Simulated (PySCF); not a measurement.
**Correlation energy of Re²⁺ (rhenium, charge +2)**

[Xe] 4f14 5d4 6p1, one real determinant (an excited configuration). Calculation: PySCF 2.14, in aug-cc-pVTZ-PP with ECP60MDF (6s6p5d3f2g, 88 functions); a scalar-relativistic core potential. Frozen: 5s2 5p6; 5 electrons correlated.

| level | correlation energy (mhartree) |
| --- | --- |
| CCSD | -53.10 |
| (T) | -1.08 |
| CCSD(T) | -54.18 |

Diagnostics: T1 = 0.0065, D1 = 0.0198, largest double amplitude 0.087.

The real determinant used has ⟨L²⟩ near 8 against 12 for a pure F term, so it mixes terms. Spin-orbit coupling, absent here, splits the open shell strongly.

Cost of the coupled-cluster step: roughly 20 core-seconds, for 5 correlated electrons.

The reference is one real determinant that mixes LS terms of this configuration.
